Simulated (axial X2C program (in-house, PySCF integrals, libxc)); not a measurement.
Outer orbitals of NaBr at 2.512 Å, HF

All values were computed with an in-house relativistic program for diatomic molecules. Spin-free means the one-electron spin-free X2C Hamiltonian; two-component (2c) means X2C with spin–orbit coupling and atomic mean-field two-electron Coulomb and Gaunt terms, so the difference of the two also holds small scalar two-electron terms. Basis: Br dyall-cv3z [8s9p6d4f1g], Na dyall-cv3z [9s8p5d2f] (cores contracted in-house); Gaussian nuclei, density fitting, unrestricted open shells. Masses: Br 78.918 u, Na 22.990 u.

The distance is close to the 2c PBE0 minimum; the highest filled and lowest empty levels are listed.

Spin-free orbitals, state M_S = 0, Λ = 0 (closed shell) (Löwdin shares):

| symmetry | occupied | ε (eV) | atomic character |
| --- | --- | --- | --- |
| σα | yes | -24.76 | 85% Br s, 7% Na p, 5% Na d |
| σα | yes | -9.46 | 88% Br p, 6% Na s, 4% Na p |
| π+α | yes | -8.96 | 93% Br p, 4% Na d, 3% Na p |
| π-α | yes | -8.96 | 93% Br p, 4% Na d, 3% Na p |
| σα | no | -0.54 | 70% Na s, 29% Na p |
| π+α | no | 0.64 | 98% Na p |
| π-α | no | 0.64 | 98% Na p |
| σα | no | 0.96 | 60% Na p, 38% Na s |

One partner of each degenerate Kramers or spin pair is listed.

Spinors with spin–orbit coupling (state Ω = 0):

```json
{"ω": "1/2", "occupied": "yes", "ε (eV)": "-24.77", "atomic character": "85% Br s, 7% Na p, 5% Na d", "λ mixture": "100% σ"}
{"ω": "1/2", "occupied": "yes", "ε (eV)": "-9.60", "atomic character": "90% Br p, 4% Na s, 4% Na p", "λ mixture": "77% σ, 23% π"}
{"ω": "1/2", "occupied": "yes", "ε (eV)": "-9.00", "atomic character": "92% Br p, 3% Na p, 3% Na d", "λ mixture": "77% π, 23% σ"}
{"ω": "3/2", "occupied": "yes", "ε (eV)": "-8.78", "atomic character": "93% Br p, 4% Na d, 3% Na p", "λ mixture": "100% π"}
{"ω": "1/2", "occupied": "no", "ε (eV)": "-0.54", "atomic character": "70% Na s, 29% Na p", "λ mixture": "100% σ"}
{"ω": "1/2", "occupied": "no", "ε (eV)": "0.64", "atomic character": "98% Na p", "λ mixture": "100% π"}
{"ω": "3/2", "occupied": "no", "ε (eV)": "0.64", "atomic character": "97% Na p", "λ mixture": "100% π"}
{"ω": "1/2", "occupied": "no", "ε (eV)": "0.96", "atomic character": "60% Na p, 38% Na s", "λ mixture": "100% σ"}
```

One partner of each degenerate Kramers or spin pair is listed.

(1) How does the gap between the highest filled and lowest empty level change from the spin-free to the 2c table?

Mulliken charges and populations of the two-component result (they depend on the basis, above all on diffuse functions):

Br -0.74 e (s 7.98 p 17.75 d 10.01), Na 0.74 e (s 4.09 p 6.10 d 0.06).

The state is a single determinant with fixed occupations, the lowest that a limited PBE0 search found.

## Answers

(1) From 8.42 to 8.24 eV at HF, a change of -0.18 eV.
